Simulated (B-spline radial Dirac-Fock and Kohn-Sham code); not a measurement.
## Tm⁺ 5p1/2: cross section and angular parameters

System: Tm⁺, [Xe] 4f13 6s1; threshold 42.24 eV (orbital energy of the model). Method: Dirac-Hartree-Slater photoionisation with a Latter tail; cross sections with all multipoles, angular parameters from the dipole term and its interference with E2. Computed with a radial finite-basis atomic code.

Input file task.json (cfg lists n, l and occupation; rrms is the nuclear radius in fm):

```json
{"items": [{
  "Z": 69,
  "q": 1,
  "cfg": [[1, 0, 2], [2, 0, 2], [2, 1, 6], [3, 0, 2], [3, 1, 6], [3, 2, 10], [4, 0, 2], [4, 1, 6], [4, 2, 10], [4, 3, 13], [5, 0, 2], [5, 1, 6], [6, 0, 1]],
  "A": 169,
  "rrms": 5.2256,
  "do": "xps",
  "hv": [55.1, 58.1, 60, 74.4, 81.0, 86.9, 140.0, 150, 163.0, 206.0, 300, 382.0, 529.0, 538.0, 607.0, 1000, 1486.9, 2130.0, 2270.0, 2430.0, 3050.0, 3310.0, 3980.0, 5414.7, 6000, 6300.0, 7800.0, 8060.0, 10400.0, 12000]
}]}
```

Run with: `python xray2_run.py task.json out`

```
hν (eV)  σ (kb)       β       γ       δ
   55.1    1520   1.943   0.027  -0.006
   58.1    1240   1.925   0.059  -0.007
     60    1100   1.908   0.083  -0.008
   74.4     493   1.686   0.255  -0.018
     81     363   1.542   0.315  -0.022
   86.9     282   1.395   0.356  -0.024
    140    65.4   0.162   0.217  -0.007
    150    56.1   0.053   0.150   0.001
    163    47.6  -0.029   0.073   0.010
    206    33.6   0.024  -0.056   0.032
    300    23.2   0.563   0.043   0.038
    382    18.7   0.905   0.182   0.030
    529    13.7   1.248   0.313   0.017
    538    13.5   1.262   0.317   0.017
    607    11.9   1.355   0.336   0.013
   1000    6.64   1.601   0.264   0.002
 1486.9    3.83   1.689   0.113  -0.002
   2130    2.18   1.717   0.003  -0.003
   2270    1.96   1.718  -0.008  -0.003
   2430    1.74   1.718  -0.016  -0.004
   3050    1.17   1.710  -0.011  -0.004
   3310    1.00   1.704   0.004  -0.004
   3980   0.706   1.687   0.064  -0.004
 5414.7   0.380   1.644   0.246  -0.001
   6000   0.306   1.626   0.329   0.000
   6300   0.276   1.617   0.373   0.001
   7800       ?       ?       ?       ?
   8060   0.160   1.566   0.622   0.009
  10400  0.0890   1.505   0.927   0.021
  12000  0.0632   1.467   1.115   0.031
```

Q: Give the values at 7800 eV.

A: σ = 0.173 kb, β = 1.573, γ = 0.586, δ = 0.007.
